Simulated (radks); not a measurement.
Problem. These are the eigenvalues of the occupied orbitals of an atom or ion with whole-number occupations (eV). All-electron calculation, scalar-relativistic Kohn-Sham, PBE, spin-polarised, spherical densities, point nucleus. Program: a radial shooting solver on a logarithmic mesh with Libxc functionals.

1s up: -56365.98
1s down: -56365.93
2s up: -10153.78
2s down: -10149.50
2p up: -9093.423
2p down: -9090.020
3s up: -2928.550
3s down: -2926.485
3p up: -2604.608
3p down: -2602.289
3d up: -2198.101
3d down: -2194.544
4s up: -1187.518
4s down: -1176.168
4p up: -1071.530
4p down: -1060.327
4d up: -918.3344

Which element is it, and in what charge state? The configuration may be excited. Open shells, if any, are filled with parallel spins first.

Solution. Z = 67, holmium, charge +26: Ho26+ in [Kr] 4d5. The list shows which subshells hold electrons but not how many an open one holds; the 1s level, -2071.4 hartree, gives Z - s = 64.4 by -(Z - s)^2/2, which with screening and relativity narrows Z to a few neighbours, and the depths of the outer levels then fix element, charge and occupations together.
